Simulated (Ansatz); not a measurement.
Wavefunction ladder for `C=[CH][Ga]([OH])[SiH3]`

Z-matrix (Å, degrees):
```
Si
Ga 1 2.403
H 1 1.489 2 111.4
H 1 1.488 2 110.6 3 120.0
H 1 1.488 2 110.6 3 -120.0
C 2 1.953 1 127.0 3 -0.1
O 2 1.796 1 114.2 3 179.9
C 6 1.333 2 120.7 1 0.0
H 6 1.089 2 121.5 1 -180.0
H 7 0.959 2 114.4 1 180.0
H 8 1.088 6 122.6 2 180.0
H 8 1.088 6 122.0 2 0.0
```

The species carries charge 0 and has multiplicity 1. Correlated methods include outer-core shells of Ga, which these sets cover unevenly. Scalar relativity is left out up to krypton. Geometry: relaxed with PBE0-D4/def2-TZVP. It is one conformer, not always the lowest. Frozen core, restricted reference, Ansatz.

| basis | HF (Eh) | MP2 corr. |
| --- | --- | --- |
| def2-SVP | -2366.40174 | -0.76822 |
| def2-TZVPP | -2366.93763 | -0.92063 |
| def2-QZVPP | -2366.99386 | -1.21779 |

Problem. Estimate the CCSD correlation energy and the (T) correction in each basis where they were run (hartree).

Solution. 
| basis | CCSD corr. | (T) |
| --- | --- | --- |
| def2-SVP | -0.81089 | -0.02619 |
| def2-TZVPP | -0.95882 | -0.04016 |
